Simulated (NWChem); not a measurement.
Molecule: GeSiH3Br, singlet; SMILES [SiH3][Ge][Br]

```xyz
6

Ge     0.8754    -0.4954    -0.4049
Br    -0.3159     1.3237     0.4981
Si    -1.0450    -2.0370    -0.0676
H     -0.7505    -3.4334    -0.5270
H     -2.2286    -1.5285    -0.8321
H     -1.3935    -2.0830     1.3886
```
Atoms are numbered in this order, from 1.

All runs: NWChem. Pople sets run with spherical d functions. Low-valent species are run as closed-shell singlets; no triplet was tried in these runs. The geometry was optimised at PBE0/def2-SVP. B3LYP is NWChem's, with the RPA form of VWN correlation. GIAO values for the isolated, static molecule; σ is the absolute isotropic shielding, δ = σ(reference) − σ with the isolated reference molecule computed at the same levels (1H: tetramethylsilane, 29Si: tetramethylsilane). Spin-orbit effects, on the heavy nuclei and on their neighbours, are missing.

```json
[
 {"level": "B3LYP/6-31G*", "σ Ge1 (ppm)": "-485.9", "σ Br2 (ppm)": "1166.4", "δ Si3 (ppm)": "-48.6", "δ H4 (rotor mean) (ppm)": "3.74"},
 {"level": "BHandHLYP/pcSseg-1", "σ Ge1 (ppm)": "…", "σ Br2 (ppm)": "…", "δ Si3 (ppm)": "…", "δ H4 (rotor mean) (ppm)": "…"},
 {"level": "LDA (Slater exchange, VWN5)/pcSseg-1", "σ Ge1 (ppm)": "-1206.9", "σ Br2 (ppm)": "513.8", "δ Si3 (ppm)": "-77.9", "δ H4 (rotor mean) (ppm)": "4.15"}
]
```

Question: Some entries are withheld; supply them.

Answer: 
- BHandHLYP/pcSseg-1, σ Ge1 (ppm): -866.2
- BHandHLYP/pcSseg-1, σ Br2 (ppm): 1242.8
- BHandHLYP/pcSseg-1, δ Si3 (ppm): -80.0
- BHandHLYP/pcSseg-1, δ H4 (rotor mean) (ppm): 3.64
